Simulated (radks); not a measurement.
Trend from Rb2+ to Xe2+: ionisation energy by Delta-SCF between NIST ground configurations, and size. All-electron calculation, Dirac Kohn-Sham, PBE, spin-unpolarised, spherical densities, finite nucleus; open shells fill j = l - 1/2 first; Fermi nuclear charge, rms radius of each element as measured or else 0.836 A^(1/3) + 0.57 fm. Program: a radial shooting solver on a logarithmic mesh with Libxc functionals.

species	configuration	configuration of the ion	IE (eV)	NIST (eV)	kind	-e(HOMO) (eV)	outermost	<r> outermost (bohr)
Rb2+	[Ar] 3d10 4s2 4p5	[Ar] 3d10 4s2 4p4	39.784	39.247	semi-emp.	33.385 (4p3/2)	4p3/2	1.65
Sr2+	[Kr]	[Ar] 3d10 4s2 4p5	42.849	42.884	exp.	36.129 (4p3/2)	4p3/2	1.56
Zr2+	[Kr] 4d2	[Kr] 4d1	22.697	23.170	semi-emp.	17.354 (4d3/2)	4d3/2	2.00
Nb2+	[Kr] 4d3	[Kr] 4d2	24.800	25.040	semi-emp.	19.157 (4d3/2)	4d3/2	1.85
Mo2+	[Kr] 4d4	[Kr] 4d3	26.825	27.1	semi-emp.	20.888 (4d3/2)	4d3/2	1.72
Tc2+	[Kr] 4d5	[Kr] 4d4	28.485	29.550	semi-emp.	22.298 (4d5/2)	4d5/2	1.63
Ru2+	[Kr] 4d6	[Kr] 4d5	30.386	28.470	semi-emp.	23.918 (4d5/2)	4d5/2	1.53
Rh2+	[Kr] 4d7	[Kr] 4d6	32.251	31.060	semi-emp.	25.508 (4d5/2)	4d5/2	1.45
Pd2+	[Kr] 4d8	[Kr] 4d7	34.088	32.930	semi-emp.	27.073 (4d5/2)	4d5/2	1.38
Ag2+	[Kr] 4d9	[Kr] 4d8	35.902	34.8	semi-emp.	28.621 (4d5/2)	4d5/2	1.32
Cd2+	[Kr] 4d10	[Kr] 4d9	37.698	37.47	exp.	30.153 (4d5/2)	4d5/2	1.26
In2+	[Kr] 4d10 5s1	[Kr] 4d10	28.319	28.044	exp.	23.667 (5s1/2)	5s1/2	2.34
Sn2+	[Kr] 4d10 5s2	[Kr] 4d10 5s1	30.970	30.506	exp.	26.085 (5s1/2)	5s1/2	2.22
Sb2+	[Kr] 4d10 5s2 5p1	[Kr] 4d10 5s2	25.023	25.324	exp.	20.586 (5p1/2)	5p1/2	2.44
Te2+	[Kr] 4d10 5s2 5p2	[Kr] 4d10 5s2 5p1	27.537	27.84	exp.	22.837 (5p1/2)	5p1/2	2.29
I2+	[Kr] 4d10 5s2 5p3	[Kr] 4d10 5s2 5p2	28.724	29.57	exp.	23.924 (5p3/2)	5p3/2	2.24
Xe2+	[Kr] 4d10 5s2 5p4	[Kr] 4d10 5s2 5p3	31.087	31.05	semi-emp.	26.042 (5p3/2)	5p3/2	2.12

Reference values: NIST Atomic Spectra Database (exp. = measured, semi-emp. = semi-empirical, theory = theoretical value adopted there). Spin polarisation and multiplet splitting are left out, so open shells lie too high by an amount that depends on their filling.

Beside tabulated values, note that spin-unpolarised runs miss the spin-polarisation part of the exchange energy of open shells.
